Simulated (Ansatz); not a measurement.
Abridged output of a molecular run in Ansatz:

```
Functional definition: HF
1352 factors; integrals over basis functions are off by at most 1.2e-3 eV
mean field evaluation 1: about -12438.0172 eV, gradient 3.8e1 eV
mean field evaluation 2: about -12438.2618 eV, gradient 3.8e1 eV
mean field evaluation 4: about -12442.5951 eV, gradient 4.2e0 eV
mean field evaluation 8: about -12442.7059 eV, gradient 4.3e-1 eV
mean field evaluation 16: about -12442.7078 eV, gradient 1.9e-6 eV
mean field -12442.70783033 eV, -457.2610787943 hartree, gradient 1.9e-6 eV, S^2 0.000000; 1 other end points of the search recorded, 0 dependent functions left out
9 core orbitals not correlated: weight in the atoms' cores, before any rotation towards them, 1.000 or more for the frozen orbitals, at most 0.000 for the correlated occupied ones
reference -12442.70783033 eV, -457.2610787943 hartree; 13, 13 occupied and 200, 200 virtual orbitals, 1352 factors
second order -21.90146601 eV of doubles, -0.00000000 eV of singles
cycle   1  -21.96414332 eV  change   -6.3e-2 eV  update   1.1e-1
cycle   2  -22.53518488 eV  change   -5.7e-1 eV  update   3.6e-2
cycle   3  -22.67884364 eV  change   -1.4e-1 eV  update   2.0e-2
cycle   4  -22.66824357 eV  change    1.1e-2 eV  update   5.7e-3
cycle   5  -22.66517121 eV  change    3.1e-3 eV  update   3.1e-3
cycle   6  -22.66678401 eV  change   -1.6e-3 eV  update   1.1e-3
cycle   7  -22.66662592 eV  change    1.6e-4 eV  update   5.7e-4
cycle   8  -22.66627596 eV  change    3.5e-4 eV  update   2.8e-4
cycle   9  -22.66631348 eV  change   -3.8e-5 eV  update   1.3e-4
cycle  10  -22.66640409 eV  change   -9.1e-5 eV  update   5.8e-5
cycle  11  -22.66633606 eV  change    6.8e-5 eV  update   2.9e-5
cycle  12  -22.66636102 eV  change   -2.5e-5 eV  update   1.4e-5
perturbative correction -1.00463423 eV, -0.0369196271 hartree
Total energy: -12466.37882558 eV, -458.1309718249 hartree
```

Its atoms:

Cartesian coordinates in Å:
```
C -1.302 -0.320 -0.772
C 0.000 -0.272 -0.474
Al 1.211 1.135 -0.138
C 0.668 -0.478 0.840
F -0.107 -0.705 1.958
H -1.675 0.050 -1.721
H -2.036 -0.741 -0.087
H 1.793 2.577 -0.392
H 1.448 -1.246 0.787
```

Q: Which basis set was used?
A. cc-pV(Q+d)Z
B. cc-pV(D+d)Z
C. def2-TZVPP
D. def2-SVP

A: C. It gives 222 functions.

Q: Write the keys of the input that set method, charge and spin (a neutral closed shell needs none for the last two).

A: 
```yaml
correlation: {method: ccsd_t}
```
